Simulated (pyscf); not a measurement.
Single points on ωB97X-D3(BJ)/def2-SVP structures (PySCF, gas phase). MP2 and CC: frozen core, UHF for open shells. ΔMP2 is the change of the MP2 total energy from the triple- to the quadruple-zeta basis.

Q: For the elementary gas-phase step F–Ga (SMILES [F][Ga]) [singlet] + HO–SiH₃ (SMILES O[SiH3]) → F–GaH–O–SiH₃ (SMILES [F][GaH][O][SiH3]) (singlet surface; H–O broken, Ga–O, Ga–H formed), what barrier and reaction energy does CCSD(T)/def2-TZVPP + ΔMP2(QZVPP) give, measured from the separated reactants?

A: ΔE‡ = 176.0 kJ/mol, ΔE = -62.8 kJ/mol. Zero-point energy shifts the barrier by -11.8 kJ/mol. It is an insertion, with an imaginary mode of 1493i cm⁻¹. On the reactant side the descent ends in a complex (not fully relaxed), 32.0 kJ/mol under the separated species and 205.9 kJ/mol under the saddle at ωB97X-D3(BJ)/def2-TZVP. This is the saddle that the search found; another between the same sides may lie lower. The CCSD(T) − MP2 part came from Ansatz, without density fitting, on the same reference. The frozen core leaves the outer d or s,p core shells of the metals and heavy elements correlated in the MP2 and CC values, and def2-TZVPP describes them poorly, which can shift differences by a few kcal/mol. Elements up to Kr have no core potential and no relativistic terms here.
